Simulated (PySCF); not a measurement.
**Two-photon absorption: `O=C/C1=C\CCCCCC1`, C₉H₁₄O**

Geometry (Å), atoms numbered from 1 in this order:
```xyz
24

O     2.488   -0.496   -1.372
C     1.955    0.404   -0.762
C     1.287    0.230    0.537
C     0.509    1.192    1.081
C    -0.228    2.220    0.308
C    -1.587    1.553   -0.032
C    -1.507    0.128   -0.603
C    -1.313   -1.048    0.395
C     0.009   -1.831    0.364
C     1.207   -1.162    1.074
H     1.997    1.451   -1.152
H     0.108    0.995    2.085
H     0.286    2.487   -0.627
H    -0.405    3.148    0.874
H    -2.212    1.536    0.878
H    -2.116    2.204   -0.749
H    -0.729    0.087   -1.385
H    -2.453   -0.043   -1.141
H    -1.508   -0.696    1.424
H    -2.112   -1.781    0.198
H     0.292   -2.025   -0.684
H    -0.156   -2.821    0.821
H     2.123   -1.737    0.874
H     1.032   -1.144    2.162
```

Level of theory: TDDFT CAM-B3LYP/def2-SVPD excited states, vertical, gas phase (PySCF 2.14.0). Geometry: PBE0-D3(BJ)/def2-SVP.

How strongly do the lowest singlets absorb one photon, and two photons of half the energy?

δ for parallel linear polarisation; σ at the peak of a Lorentzian of half width 0.1 eV, single beam; Ω is circular over linear.
| state | E (eV) | f | photon λ (nm) | δ (au) | σ (GM) | Ω | main |
| --- | --- | --- | --- | --- | --- | --- | --- |
| S1 | 3.75 | 0.003 | 661 | 0.63 | 0.00 | 0.79 | HOMO−1→LUMO 0.63, HOMO→LUMO 0.29 |
| S2 | 5.18 | 0.233 | 479 | 63.8 | 0.63 | 0.89 | HOMO→LUMO 0.67, HOMO−1→LUMO 0.28 |
| S3 | 6.43 | 0.020 | 386 | 20.1 | 0.30 | 1.47 | HOMO−2→LUMO 0.81 |
| S4 | 6.93 | 0.010 | 358 | 32.5 | 0.57 | 0.95 | HOMO−3→LUMO 0.47, HOMO−4→LUMO 0.10 |
| S5 | 7.02 | 0.065 | 353 | 159 | 2.87 | 0.40 | HOMO−3→LUMO 0.31, HOMO→LUMO+1 0.23 |
| S6 | 7.10 | 0.001 | 349 | 112 | 2.06 | 0.48 | HOMO→LUMO+1 0.33, HOMO−1→LUMO+2 0.14 |

Among these, the strongest one-photon state is S2, the strongest two-photon state S5, with a dipole change of 3.4 D (relaxed, norm of the difference vector).
